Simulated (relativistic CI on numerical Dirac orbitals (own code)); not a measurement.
**Cl II: calculation against measurement**

Method of calculation: Dirac-Coulomb-Breit CI, orbitals from a KLI potential per configuration, model QED, valence Slater integrals scaled by 0.85, P86 correlation estimate, and configurations built on the next ion tied to the tabulated ionisation energy (semi-empirical) (own radial code, finite nucleus).

Configuration list (outside the closed core [Ne]): 3s2.3p4, 3s.3p5, 3s2.3p3.4s, 3s2.3p3.3d, 3s2.3p3.4p, 3s2.3p3.5s, 3s2.3p3.4d, 3s2.3p3.4f, 3p6, 3s2.3p2.3d2, 3s.3p4.3d, 3s2.3p3.5p, 3s2.3p2.4s2, 3s2.3p3.5d, 3s2.3p2.3d.4s, 3s2.3p3.5f, 3s2.3p3.5g, 3s2.3p2.4s.4p, 3s2.3p2.3d.4p, 3p4.3d2, 3s2.3p2.4p2, 3s.3p4.4s. Levels of other configurations are missing.

| Configuration | Term (tabulated) | J | Measured (cm⁻¹) | Computed | Error | Purity (%) |
| --- | --- | --- | --- | --- | --- | --- |
| 3s2.3p4 | 3P | 2 | 0.0 | 0 | 0 | 97 |
| 3s2.3p4 | 3P | 1 | 696.0 | 686 | -10 | 97 |
| 3s2.3p4 | 3P | 0 | 996.5 | 981 | -15 | 97 |
| 3s2.3p4 | 1D | 2 | 11653.6 | 11936 | 282 | 97 |
| 3s2.3p4 | 1S | 0 | 27878.0 | 25984 | -1894 | 95 |
| 3s.3p5 | 3P° † | 2 | 93367.6 | 102438 | 9070 | 66 |
| 3s.3p5 | 3P° † | 1 | 93999.9 | 103064 | 9064 | 66 |
| 3s.3p5 | 3P° † | 0 | 94333.8 | 103396 | 9062 | 66 |
| 3s2.3p3.4s | 5S° | 2 | 107879.7 | 108507 | 627 | 99 |
| 3s2.3p3.3d | 5D° | 4 | 110296.8 | 111487 | 1190 | 99 |
| 3s2.3p3.3d | 5D° | 3 | 110297.7 | 111494 | 1196 | 99 |
| 3s2.3p3.3d | 5D° | 2 | 110300.6 | 111502 | 1201 | 99 |
| 3s2.3p3.3d | 5D° | 1 | 110303.1 | 111509 | 1206 | 99 |
| 3s2.3p3.3d | 5D° | 0 | 110304.5 | 111512 | 1208 | 99 |
| 3s2.3p3.4s | 3S° | 1 | 112609.4 | 112970 | 361 | 99 |
| 3s2.3p3.3d | 1P° | 1 | 115657.8 | 120792 | 5134 | 69 |
| 3s2.3p3.3d | 3D° | 2 | 119800.3 | 122650 | 2850 | 98 |
| 3s2.3p3.3d | 3D° | 3 | 119811.2 | 122663 | 2852 | 98 |
| 3s2.3p3.3d | 3D° | 1 | 119843.3 | 122695 | 2851 | 98 |
| 3s2.3p3.3d | 1S° | 0 | 125245.9 | 129944 | 4698 | 99 |
| 3s2.3p3.3d | 3F° | 2 | 126033.5 | 128812 | 2778 | 98 |
| 3s2.3p3.3d | 3F° | 3 | 126220.7 | 128992 | 2771 | 98 |
| 3s2.3p3.3d | 3F° | 4 | 126458.1 | 129218 | 2760 | 98 |
| 3s2.3p3.4s | 3D° | 1 | 126726.7 | 128496 | 1770 | 98 |
| 3s2.3p3.4s | 3D° | 2 | 126745.0 | 128511 | 1766 | 98 |
| 3s2.3p3.4s | 3D° | 3 | 126784.4 | 128545 | 1761 | 99 |
| 3s2.3p3.4p | 5P | 1 | 128623.0 | 128955 | 332 | 99 |
| 3s2.3p3.4p | 5P | 2 | 128663.6 | 128993 | 330 | 99 |
| 3s2.3p3.4p | 5P | 3 | 128730.8 | 129057 | 326 | 99 |
| 3s2.3p3.4s | 1D° | 2 | 129067.0 | 130639 | 1572 | 97 |
| 3s2.3p3.4p | 3P | 1 | 131756.1 | 132064 | 308 | 99 |
| 3s2.3p3.4p | 3P | 2 | 131768.7 | 132077 | 309 | 99 |
| 3s2.3p3.4p | 3P | 0 | 131769.4 | 132075 | 305 | 99 |
| 3s2.3p3.3d | 3G° | 3 | 132164.1 | 134404 | 2240 | 99 |
| 3s2.3p3.3d | 3G° | 4 | 132175.1 | 134407 | 2232 | 99 |
| 3s2.3p3.3d | 3G° | 5 | 132193.1 | 134415 | 2222 | 100 |
| 3s2.3p3.3d | 1G° | 4 | 134393.3 | 137227 | 2834 | 100 |
| 3s2.3p3.4s | 3P° | 0 | 137771.8 | 140711 | 2939 | 96 |
| 3s2.3p3.4s | 3P° | 1 | 137806.1 | 140748 | 2942 | 96 |
| 3s2.3p3.4s | 3P° | 2 | 137879.4 | 140828 | 2949 | 96 |
| 3s2.3p3.3d | 1D° | 2 | 138624.7 | 141758 | 3133 | 96 |
| 3s2.3p3.3d | 3D° | 1 | 140741.8 | 142591 | 1849 | 80 |
| 3s2.3p3.3d | 3D° | 2 | 141011.6 | 142804 | 1792 | 79 |
| 3s2.3p3.3d | 3D° | 3 | 141351.1 | 143049 | 1698 | 77 |
| 3s2.3p3.3d | 3F° | 4 | 143998.1 | 147219 | 3221 | 99 |
| 3s2.3p3.3d | 3F° | 3 | 144176.4 | 147397 | 3221 | 99 |
| 3s2.3p3.3d | 3F° | 2 | 144345.6 | 147565 | 3220 | 99 |
| 3s2.3p3.3d | 3P° | 0 | 145175.5 | 148455 | 3280 | 96 |
| 3s2.3p3.3d | 3P° | 1 | 145421.2 | 148687 | 3266 | 96 |
| 3s2.3p3.4p | 1P | 1 | 145470.2 | 147153 | 1683 | 86 |
| 3s2.3p3.3d | 3P° | 2 | 146014.8 | 149285 | 3270 | 97 |
| 3s2.3p3.4p | 3D | 1 | 146331.8 | 147820 | 1489 | 86 |
| 3s2.3p3.4p | 3D | 2 | 146335.5 | 147807 | 1472 | 97 |
| 3s2.3p3.4p | 3D | 3 | 146470.6 | 147930 | 1459 | 96 |
| 3s2.3p3.4p | 3F | 2 | 147055.6 | 148476 | 1420 | 97 |
| 3s2.3p3.4p | 3F | 3 | 147127.6 | 148543 | 1416 | 96 |
| 3s2.3p3.4p | 3F | 4 | 147200.2 | 148613 | 1413 | 99 |
| 3s2.3p3.4p | 1F | 3 | 147607.4 | 148975 | 1368 | 99 |
| 3s2.3p3.4p | 3P | 2 | 149800.1 | 151061 | 1261 | 93 |
| 3s2.3p3.4p | 3P | 1 | 149954.2 | 151196 | 1242 | 93 |
| 3s2.3p3.4p | 3P | 0 | 150020.9 | 151255 | 1234 | 93 |
| 3s2.3p3.3d | 3D° † | 3 | 150683.4 | 152646 | 1962 | 66 |
| 3s2.3p3.3d | 3S° | 1 | 150813.1 | 152380 | 1566 | 80 |
| 3s2.3p3.3d | 3D° † | 2 | 151020.1 | 152683 | 1663 | 65 |
| 3s2.3p3.3d | 1F° | 3 | 151094.1 | 153995 | 2901 | 87 |
| 3s2.3p3.3d | 3D° | 1 | 151135.3 | 152701 | 1566 | 63 |
| 3s2.3p3.5s | 5S° | 2 | 152234.9 | 152882 | 647 | 100 |
| 3s2.3p3.4p | 1D | 2 | 153258.6 | 154455 | 1197 | 97 |
| 3s2.3p3.5s | 3S° | 1 | 153635.0 | 154774 | 1139 | 90 |
| 3s2.3p3.4d | 5D° | 0 | 154618.1 | 155003 | 385 | 98 |

Measured levels from NIST Handbook of Basic Atomic Spectroscopic Data (Sansonetti and Martin, J. Phys. Chem. Ref. Data 34, 1559 (2005)); pairs were made by configuration, J and term (by order where the table uses no LS term), so strongly mixed levels may be paired wrongly.

Mean error by configuration (cm⁻¹): 3s2.3p4 -409; 3s2.3p3.4s 1854; 3s2.3p3.3d 2540; 3s2.3p3.4p 1031; 3s2.3p3.5s 893; 3s2.3p3.4d 385. Over the excited levels the mean absolute error is 1810 cm⁻¹ (73 of the 74 excited levels that our extract of the source holds in range could be paired, and the others can miss by more), and the median relative error of those above 1,000 cm⁻¹ is 1.2 %. † marks terms whose computed intervals miss the measured ones by more than a factor of 2.5, or configurations far off the rest, from wrong mixing, a near crossing or a doubtful label or measurement; they are left out of the means.

Transition probabilities of persistent lines. The last column rescales the computed rate by the cube of measured over computed energy:

| λ measured (Å) | Lower | Upper | A tabulated (s⁻¹) | A computed | A rescaled |
| --- | --- | --- | --- | --- | --- |
| 1063.83 vacuum | 3s2.3p4 3P_2 | 3s.3p5 3P°_1 | 4.90e+07 | 1.79e+07 | 1.36e+07 |
| 1067.94 vacuum | 3s2.3p4 3P_1 | 3s.3p5 3P°_0 | 1.17e+08 | 4.43e+07 | 3.36e+07 |
| 1071.04 vacuum | 3s2.3p4 3P_2 | 3s.3p5 3P°_2 | 8.70e+07 | 3.26e+07 | 2.47e+07 |
| 1071.77 vacuum | 3s2.3p4 3P_1 | 3s.3p5 3P°_1 | 2.90e+07 | 1.13e+07 | 8.55e+06 |
| 1075.23 vacuum | 3s2.3p4 3P_0 | 3s.3p5 3P°_1 | 3.80e+07 | 1.51e+07 | 1.14e+07 |
| 1079.08 vacuum | 3s2.3p4 3P_1 | 3s.3p5 3P°_2 | 2.80e+07 | 1.12e+07 | 8.44e+06 |
| 3850.99 air | 3s2.3p3.4p 5P_2 | 3s2.3p3.4d 5D°_3 | 1.80e+08 | 1.71e+08 | 1.70e+08 |
| 3851.37 air | 3s2.3p3.4p 5P_2 | 3s2.3p3.4d 5D°_2 | 1.60e+08 | 1.50e+08 | 1.49e+08 |
| 4132.50 air | 3s2.3p3.4s 1D°_2 | 3s2.3p3.4p 1D_2 | 1.60e+08 | 1.43e+08 | 1.50e+08 |
| 4794.55 air | 3s2.3p3.4s 5S°_2 | 3s2.3p3.4p 5P_3 | 1.04e+08 | 1.02e+08 | 1.06e+08 |
| 4810.06 air | 3s2.3p3.4s 5S°_2 | 3s2.3p3.4p 5P_2 | 9.90e+07 | 1.01e+08 | 1.05e+08 |
| 4904.78 air | 3s2.3p3.4s 3D°_2 | 3s2.3p3.4p 3F_3 | 8.10e+07 | 9.19e+07 | 9.68e+07 |
| 4917.73 air | 3s2.3p3.4s 3D°_1 | 3s2.3p3.4p 3F_2 | 7.50e+07 | 8.72e+07 | 9.19e+07 |
| 5078.26 air | 3s2.3p3.4s 3D°_3 | 3s2.3p3.4p 3D_3 | 7.70e+07 | 8.80e+07 | 9.22e+07 |
| 5392.12 air | 3s2.3p3.4s 1D°_2 | 3s2.3p3.4p 1F_3 | 1.00e+08 | 7.75e+07 | 8.01e+07 |
